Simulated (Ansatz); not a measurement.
Tuning the range parameter of LC-ωPBE so that −HOMO meets the ionisation energy; basis def2-TZVPD, Ansatz. System: [SiBr3]- (SiBr3⁻). The state is a singlet with charge -1. Geometry: PBE-D4/def2-SVPD. The ionised state is a doublet.

Geometry of the singlet:

```xyz
4

Si    0.814    0.316   -0.061
Br    0.389   -1.530    1.447
Br   -0.242   -0.582   -2.046
Br   -0.961    1.796    0.661
```

```
ω (1/bohr)  HOMO (eV)  LUMO (eV)  vertical IE (eV)  HOMO + IE (eV)
      0.15      -3.22       3.79              3.84            0.62
       0.2      -3.62       3.89              3.89            0.27
       0.3      -4.19       3.96              3.99           -0.20
```

Problem. Estimate the row for 0.1 bohr⁻¹.

Solution. 
| ω (1/bohr) | HOMO (eV) | LUMO (eV) | vertical IE (eV) | HOMO + IE (eV) |
| --- | --- | --- | --- | --- |
| 0.1 | -2.72 | 3.56 | 3.80 | 1.08 |

Problem. Where does the tuning condition hold?

Solution. Near ω = 0.26 bohr⁻¹, by linear interpolation.
